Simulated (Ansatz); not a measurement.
A CCSD(T) single point on C3H7GaO.

```yaml
crystal:
  periodic: [false, false, false]
  atoms:
    - {symbol: C, position_ang: [-1.286953, 0.047903, 0.387063]}
    - {symbol: C, position_ang: [0.176715, 0.411700, 0.211012]}
    - {symbol: C, position_ang: [1.065892, -0.818975, 0.188704]}
    - {symbol: Ga, position_ang: [0.387913, 1.625410, -2.681356]}
    - {symbol: O, position_ang: [0.355032, 1.163022, -0.953820]}
    - {symbol: H, position_ang: [-1.905270, 0.947618, 0.389075]}
    - {symbol: H, position_ang: [-1.448974, -0.485295, 1.327542]}
    - {symbol: H, position_ang: [-1.616517, -0.595660, -0.433990]}
    - {symbol: H, position_ang: [0.479839, 1.039667, 1.062264]}
    - {symbol: H, position_ang: [2.110096, -0.531795, 0.050864]}
    - {symbol: H, position_ang: [0.982194, -1.381262, 1.122448]}
    - {symbol: H, position_ang: [0.777133, -1.477433, -0.635906]}
basis:
  gaussian: {orbitals: def2-TZVPP}
correlation: {method: ccsd_t}
```

```sh
$ ansatz run in.yaml --threads 4 --pin off --events-out ev --progress --plain --max-ram 10444MiB
```

Output of Ansatz, abridged:

```
Functional definition: HF
1627 factors; integrals over basis functions are off by at most 1.1e-3 eV
mean field evaluation 1: about -57570.9955 eV, gradient 4.7e1 eV
mean field evaluation 2: about -57571.2099 eV, gradient 4.8e1 eV
mean field evaluation 4: about -57576.5131 eV, gradient 6.3e0 eV
mean field evaluation 8: about -57576.6311 eV, gradient 4.9e-1 eV
mean field -57576.63188154 eV, -2115.9021948037 hartree, gradient 2.3e-6 eV, S^2 0.000000; 0 other end points of the search recorded, 0 dependent functions left out
13 core orbitals not correlated: weight in the atoms' cores, before any rotation towards them, 1.000 or more for the frozen orbitals, at most 0.000 for the correlated occupied ones
reference -57576.63188154 eV, -2115.9021948037 hartree; 19, 19 occupied and 238, 238 virtual orbitals, 1627 factors
second order -26.27190274 eV of doubles, -0.00000000 eV of singles
cycle   1  -26.19866715 eV  change    7.3e-2 eV  update   1.4e-1
cycle   2  -26.94297214 eV  change   -7.4e-1 eV  update   4.7e-2
cycle   3  -27.14095696 eV  change   -2.0e-1 eV  update   2.7e-2
cycle   4  -27.12610647 eV  change    1.5e-2 eV  update   7.4e-3
cycle   5  -27.12059917 eV  change    5.5e-3 eV  update   4.1e-3
cycle   6  -27.12187245 eV  change   -1.3e-3 eV  update   1.5e-3
cycle   7  -27.12148462 eV  change    3.9e-4 eV  update   6.0e-4
cycle   8  -27.12144291 eV  change    4.2e-5 eV  update   1.4e-4
cycle   9  -27.12150568 eV  change   -6.3e-5 eV  update   4.5e-5
cycle  10  -27.12150901 eV  change   -3.3e-6 eV  update   1.1e-5
perturbative correction -1.12180482 eV, -0.0412255669 hartree
Total energy: -57604.87519537 eV, -2116.9401174430 hartree
```

It took 6 min on 4 threads of an Arm Neoverse V1 on a shared host, with 7.3 GiB of host memory at the peak.

MP2 recovers 93.0 % of the CCSD(T) correlation energy and the triples give 4.0 %; T1 = 0.0150.
